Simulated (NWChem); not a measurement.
Species: C₂H₆B cation

```xyz
9

C      0.0000     0.0000     1.4827
B      0.0000     0.0000     0.0000
C      0.0000     0.0000    -1.4827
H     -0.7883     0.6643     1.8729
H     -0.1811    -1.0148     1.8729
H      0.9694     0.3505     1.8729
H      0.3505     0.9694    -1.8729
H     -1.0148    -0.1811    -1.8729
H      0.6643    -0.7883    -1.8729
```
Atoms are numbered in this order, from 1.

Structure relaxed at the B3LYP/6-31G* (spherical d) level.

Question: Give the principal values of the shielding tensors (ppm) of C1, B2 from BHandHLYP/pcSseg-1, GIAO (NWChem), with their diamagnetic and paramagnetic parts as GIAO splits them.

Answer: 
```tsv
atom	σ11	σ22	σ33	isotropic	diamagnetic	paramagnetic
C1	159.3	159.3	211.6	176.8	257.6	-80.9
B2	-110.7	-110.7	200.2	-7.1	197.7	-204.7
```
